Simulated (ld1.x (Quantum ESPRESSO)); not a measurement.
# What one change does to a pseudopotential (N, TM)

ld1.x (Quantum ESPRESSO) 7.5 input, shortened:

```
&input
   title='N', zed=7., rel=1, dft='BLYP', iswitch=3,
   config='[He] 2s1 2p4 3d-2'
 /
 &inputp
   pseudotype=2, tm=.true., lloc=1,
   nlcc=.true., new_core_ps=.true.
 /
3
2S  1  0   1.00   0.00  0.85  0.85  0.0
3D  3  2  -2.00  -0.05  2.00  2.00  0.0
2P  2  1   4.00   0.00  2.25  2.25  0.0
 &test
   configts(1)='2s1 2p4'
 /
```

All-electron outer shells of the reference configuration (BLYP, scalar-relativistic, ld1.x):

| shell | level (eV) | outermost node (bohr) | outermost maximum (bohr) |
| --- | --- | --- | --- |
| 1s | -386.14 | – | 0.15 |
| 2s | -18.88 | 0.32 | 1.00 |
| 2p | -7.46 | – | 0.97 |

Change: wave 2s (bound): rc 0.85 bohr becomes 2s (bound): rc 1.24 bohr.

Cutoffs: the cutoffs (Ry, on a coarse ladder) from which the occupation-weighted sum of valence levels, in a spherical-Bessel basis at the reference potential, stays within 10 and 1 mRy of its value at 400 Ry; they do not see the model core or the augmentation charge, which bear on the density cutoff. Errors are all-electron minus pseudo energies relative to the spin-unpolarised reference configuration.

Question: How do hardness, ghosts and transferability respond?

Answer: The potential gets softer (50 Ry and 120 Ry → 35 Ry and 80 Ry); of the 7 tests that both files solve, the error grows in 2 and shrinks in 0 by more than 15 % and 0.3 meV (median size 56.1 → 53.8 meV); neither file shows a bound ghost. A larger radius leaves more room for a smooth pseudo-wave, so fewer plane waves are needed.

| quantity | base | changed |
| --- | --- | --- |
| cutoff, loose | 50 Ry | 35 Ry |
| cutoff, tight | 120 Ry | 80 Ry |
| loose cutoff by channel (10 mRy a level) | s 45 Ry, p 25 Ry | s 35 Ry, p 25 Ry |
| bound ghosts | none | none |
| error for 2s2 2p3, meV [ΔE -11.40 eV] | -11 | -16 |
| error for 2s2 2p2, meV [ΔE 2.17 eV] | +186 | +189 |
| error for 2s2 2p1, meV [ΔE 31.05 eV] | +942 | +973 |
| error for 2s2 2p2.5, meV [ΔE -6.32 eV] | +56 | +54 |
| error for 2s0 2p5, meV [ΔE 11.44 eV] | -9.1 | -14 |
| error for 2s2 2p0, meV [ΔE 78.21 eV] | +3151 | +3250 |
| error for 2s2 2p3.3, meV [ΔE -13.01 eV] | -38 | -43 |
| s: phases at 2.45 bohr within 0.05 rad from the reference energy up to (Ry; the scan ends near 5) | 0.6 | 0.6 |
| p: phases at 2.45 bohr within 0.05 rad from the reference energy up to (Ry; the scan ends near 5) | 0.7 | 0.7 |
| d: phases at 2.45 bohr within 0.05 rad from the reference energy up to (Ry; the scan ends near 5) | 3.8 | 3.8 |
